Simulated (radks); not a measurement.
Results of a calculation; reference values are marked as such.
Problem. Ionisation of neutral neon, [Ne], to Ne+, [He] 2s2 2p5, under several functionals. Non-relativistic Kohn-Sham, spin-polarised, spherical densities, point nucleus; open shells are filled with parallel spins first; a radial shooting solver on a logarithmic mesh with Libxc functionals. Known Delta-SCF values: LDA (Slater exchange, VWN5 correlation) 22.187 eV; MS2 meta-GGA 22.188 eV; BP86 22.084 eV. What does Wu-Cohen GGA give, and what is its highest occupied eigenvalue?

Solution. 21.973 eV by Delta-SCF; the 2p eigenvalue is -13.328 eV. NIST: 21.565 eV (measured).
